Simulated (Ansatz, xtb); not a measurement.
**CH3BeFO: which of two structures lies lower**

Structure X is a singlet given by its coordinates and structure Y is `O[CH2][Be][F]`, a singlet. Both are isolated molecules in the gas phase, relaxed with B3LYP/6-31G*; the shapes shown needn't be the lowest conformers.

X (Å):

```yaml
atoms:
  - { symbol: C, position_ang: [-1.2031, 1.2894, 0.9767] }
  - { symbol: Be, position_ang: [-1.7822, -0.2865, 1.0241] }
  - { symbol: F, position_ang: [-2.3264, -1.5342, 1.3376] }
  - { symbol: O, position_ang: [-1.6963, 0.6535, -0.3607] }
  - { symbol: H, position_ang: [-0.1809, 1.6182, 0.7918] }
  - { symbol: H, position_ang: [-1.8379, 2.1472, 1.2108] }
  - { symbol: H, position_ang: [-2.4746, 1.1084, -0.7216] }
```

Close contacts (Å): C1–Be2 1.68, C1–O4 1.56, Be2–F3 1.40, Be2–O4 1.68, C1–H5 1.09, C1–H6 1.09, O4–H7 0.97.

Y (Å):

```xyz
7

C     0.5258    2.5742   -1.2603
Be    1.1828    1.2545   -0.4054
F     1.7994    0.1910    0.2133
O     1.4233    2.9063   -2.3596
H     1.3132    2.2242   -3.0387
H    -0.5112    2.4728   -1.6173
H     0.5221    3.4693   -0.6249
```

Energies in hartree; the thermal terms are from B3LYP/6-31G* harmonic frequencies (ideal gas, rigid rotor, one conformer each, 298.15 K, 1 atm) and include the zero-point energy:

```
                                X           Y
E, CCSD(T)/def2-TZVPP  −229.490349  −229.487740
    zero-point energy     0.044829     0.045213
         H(298 K) − E     0.050609     0.051354
         G(298 K) − E     0.017975     0.017363
```

**Question.** Work out ΔE, ΔE₀, ΔH and ΔG for X → Y in kJ/mol (1 Eh = 2625.50 kJ/mol) and the equilibrium ratio [Y]/[X].

**Answer.** 1. ΔE = −229.487740 − (−229.490349) = +0.002609 Eh = +6.85 kJ/mol.
2. ΔE₀ = ΔE + ΔZPE = +0.002609 + (+0.000384) Eh = +7.86 kJ/mol.
3. ΔH = ΔE + (+0.000745) Eh = +8.81 kJ/mol.
4. ΔG = ΔE + (−0.000612) Eh = +5.24 kJ/mol, so ΔS = (ΔH − ΔG)/T = +11.9 J/(mol K).
5. kT = 0.9442 mEh, so K = [Y]/[X] = exp(−ΔG/kT) = exp(−2.12) ≈ 0.12.

Structure X is favoured at this temperature. An error of 4 kJ/mol in ΔG would change K by a factor of 5. Mirror images and further conformers aren't counted.

Other levels gave ΔE = +11.7 (B3LYP/6-31G*); +2.3 (HF/def2-TZVPP); +6.8 (MP2/def2-TZVPP) kJ/mol. The correlated steps freeze 3 core orbitals; the last core shell of Be is correlated, in a basis made for valence electrons. Programs: Ansatz 0.2.0.
